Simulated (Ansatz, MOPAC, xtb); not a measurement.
Spectroscopic constants of MgF, multiplicity 2 (the spin of the measured ground state).

The constants come from a fifth-degree fit in 1/R (seven points, main isotopes). In def2 and cc sets the state is the lowest found near the PBE0 minimum, followed along R.

Run with Ansatz (an electronic-structure program) with Gaussian orbitals; MOPAC for AM1, PM3, PM6, PM7 (differences of heats of formation); xtb for the GFN methods. Values without a source in brackets are computed. The GFN methods have no spin term and hold the electronic entropy of 300 K.

```csv
level,r_e (Å),ω_e (cm⁻¹),α_e (cm⁻¹),B_e (cm⁻¹),D_e (eV),dipole (D)
AM1,1.714,824,0.0023,0.541,-,-
PM3,1.754,1261,0.00042,0.517,-,-
PM6,1.834,783,0.0030,0.473,-,-
PM7,1.706,864,0.0041,0.546,-,-
GFN1-xTB,1.787,451,0.0089,0.498,-,-
GFN2-xTB,1.731,573,0.0083,0.531,-,-
SVWN5/def2-TZVPP,1.758,698,0.0048,0.514,5.30,3.25
PBE/def2-TZVPP,1.784,670,0.0046,0.500,4.68,3.19
r2SCAN/def2-TZVPP,1.766,700,0.0046,0.510,4.75,3.21
B97M-V/def2-TZVPP,1.758,704,0.0048,0.515,4.45,3.39
B3LYP/def2-TZVPP,1.770,692,0.0047,0.507,4.43,3.35
PBE0/def2-TZVPP,1.764,700,0.0046,0.511,4.44,3.23
BHLYP/def2-TZVPP,1.751,722,0.0046,0.519,4.13,3.35
CAM-B3LYP/def2-TZVPP,1.761,706,0.0046,0.513,4.54,3.32
wB97X-V/def2-TZVPP,1.769,700,0.0045,0.508,4.53,3.17
wB97M-V/def2-TZVPP,1.769,695,0.0046,0.508,4.30,3.49
B2PLYP/def2-TZVPP,1.768,697,0.0046,0.509,4.48,-
CCSD/def2-TZVPP,1.761,710,0.0045,0.513,4.22,-
CCSD/def2-QZVPP,1.747,736,0.0047,0.521,4.44,-
CCSD(T)/def2-TZVPP,1.765,704,0.0045,0.511,4.31,-
CCSD(T)/def2-QZVPP,1.751,729,0.0047,0.519,4.55,-
```

D_e counts from each atom's lowest state at the same level, without counterpoise or zero-point energy.

Correlated levels freeze the inner cores; with def2 sets outer-core shells near the valence are correlated too. The state that AM1, PM3, PM6, PM7 reach isn't checked; PM7 holds dispersion and hydrogen-bond terms.

Measured for the ground state: r_e 1.75 Å [NIST CCCBDB].
